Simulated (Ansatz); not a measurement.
Consider the redistribution: `CNB(N)O` + `[NH2][GaH][NH2]` → `CNBN` + `[NH2][Ga]([NH2])[OH]`.

Program: Ansatz. Geometries: PBE0-D4/def2-TZVP. ΔE: electronic, gas phase. CBS: MP2 limit from def2 TZ/QZ plus the TZ coupled-cluster correction, frozen cores. DFT in def2-TZVPP. B3LYP here is the variant with VWN-RPA as its local correlation; programs differ in this. For Ga outer-core shells are correlated without core-valence functions, which leaves a few kJ/mol of doubt a bond. Scalar relativity is left out up to krypton. One conformer a species, not always the lowest.

```
             level  ΔE (kcal/mol)  difference from CCSD(T)/CBS
            PBE-D4           10.9                          0.4
         r2SCAN-D4           11.7                          1.2
           PBE0-D4           11.9                          1.4
          B3LYP-D4           11.4                          0.9
           ωB97X-V           11.2                          0.7
           ωB97M-V           12.1                          1.6
            B2PLYP           10.2                         -0.3
              PBE0           11.6                          1.1
             B3LYP           10.9                          0.4
     HF/def2-TZVPP           12.1                          1.6
SCS-MP2/def2-TZVPP            9.2                         -1.3
   CCSD/def2-TZVPP           10.6                          0.1
     HF/def2-QZVPP           12.2                          1.7
    MP2/def2-QZVPP            9.6                         -0.9
SCS-MP2/def2-QZVPP            9.3                         -1.2
    CCSD/CBS(def2)           10.9                          0.4
       CCSD(T)/CBS           10.5                            0
```

Largest T1 diagnostic among the species: 0.013.

In def2-TZVPP, CCSD(T) changes the Hartree–Fock value by −2.0 kcal/mol (the triples alone add −0.4 kcal/mol) and MP2 by −2.7 kcal/mol. From PBE to PBE0 (25 % exact exchange), in def2-TZVPP and without D4, ΔE moves by +1.0 kcal/mol.
